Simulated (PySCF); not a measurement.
Species: C₆H₇N.
InChI=1S/C6H7N/c1-2-3-4-5-6-7/h2,5-7H,1H3/b5-2?,7-6-

Computed, not measured: TDDFT PBE0/def2-SVPD, vertical, gas phase, core orbitals frozen in the response (PySCF). The structure is a single GFN2-xTB conformer in the gas phase; no vibrational or solvent corrections. Torsions of this conformer, `[H]/[N:7]=[CH:6]\[CH:5]=[C:4]=[C:3]=[CH:2][CH3:1]`: C4–C5–C6–N7 180°.

| state | E (eV) | λ (nm) | f | main configurations (H = HOMO, L = LUMO) |
| --- | --- | --- | --- | --- |
| S1 | 3.69 | 336.2 | 0.0008 | H-1→L (92%) |
| S2 | 4.34 | 285.4 | 0.0004 | H-2→L (92%) |
| S3 | 4.65 | 266.6 | 0.806 | H→L (94%) |
| S4 | 5.56 | 223.2 | 0.0000 | H→L+1 (92%) |
| S5 | 6.29 | 197.0 | 0.013 | H-3→L (67%), H→L+2 (30%) |
| S6 | 6.48 | 191.4 | 0.0028 | H-1→L+2 (93%) |

Triplets, Tamm–Dancoff:

| state | E (eV) | λ (nm) | main configurations (H = HOMO, L = LUMO) |
| --- | --- | --- | --- |
| T1 | 2.28 | 544.3 | H→L (97%) |
| T2 | 3.23 | 383.3 | H-1→L (93%) |

The lowest singlet comes at 336 nm (356 kJ/mol) in the ultraviolet; it is very weak; its leading configuration is HOMO-1→LUMO (92%). The most intense listed level is S3 at 4.65 eV (267 nm, f = 0.806), 0.96 eV above S1. Löwdin shares by element: HOMO carbon 55% or more, nitrogen 14% (atoms not listed hold the other 31%); LUMO carbon 54% or more, nitrogen 14% (atoms not listed hold the other 33%). The oscillator strengths of these states sum to 0.823; summed over the whole spectrum of an exact calculation they would give the number of electrons, 50 (Thomas–Reiche–Kuhn). Orbital energies (eV): HOMO-3 -9.39, HOMO-2 -8.15, HOMO-1 -7.38, HOMO -6.89, LUMO -2.24, LUMO+1 0.16, LUMO+2 0.76. Weighted by f, the mean energy of these states is 4.68 eV. Only the lowest 6 singlets were computed, as vertical energies without vibronic structure.
